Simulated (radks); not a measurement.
The numbers below are computed, except where a source is named.
Neutral thallium inside a hard spherical wall (all orbitals vanish at R), configuration held at [Hg] 6p1 and not refilled when levels cross. Code: a radial shooting solver on a logarithmic mesh with Libxc functionals. Model: scalar-relativistic Kohn-Sham, r2SCAN, spin-polarised, spherical densities, finite nucleus; open shells are filled with parallel spins first (spin-orbit coupling, left out, can overturn this in heavy ions); meta-GGA in the generalised Kohn-Sham scheme; Fermi nuclear charge, rms radius 5.4759 fm. Eigenvalues in eV for spin up, with the zero of energy where the potential of the charges vanishes at infinity; a dash marks a level that is unbound or too diffuse for the functional's potential to be trusted. A positive occupied level is held by the wall or, in an anion where self-interaction has pushed it up, behind a barrier. The pressure on the wall is -dE/dV.

R (bohr)	E (hartree)	kinetic (hartree)	e(5p)	e(5d)	e(6s)	e(6p)	e(7s, empty)	e(6d, empty)	pressure (GPa)
free	-20243.0545	22787.507	-78.079	-15.979	-10.125	-2.672	-	-	0
20	-20243.0545	22787.507	-78.079	-15.979	-10.125	-2.672	-0.164	0.799	< 0.0001
12	-20243.0543	22787.509	-78.055	-15.955	-10.106	-2.654	0.366	1.833	0.00266
8	-20243.0483	22787.544	-77.738	-15.645	-9.884	-2.323	3.066	4.269	0.204
7	-20243.0390	22787.595	-77.441	-15.358	-9.675	-1.937	5.274	5.809	0.708
6	-20243.0124	22787.736	-76.844	-14.792	-9.223	-1.062	9.468	8.466	2.86
5	-20242.9259	22788.174	-75.533	-13.576	-8.055	1.076	18.201	13.666	14.4
3.5	-20242.0688	22792.100	-68.668	-7.277	0.278	14.076	60.288	37.866	295
3	-20240.7959	22797.529	-62.198	-1.037	10.284	28.237	98.970	60.018	1040
2.5	-20237.2533	22811.810	-49.777	12.044	34.094	59.919	175.58	104.01	4390
2	-20225.6277	22855.467	-22.865	43.608	99.244	140.31	347.41	203.25	24300
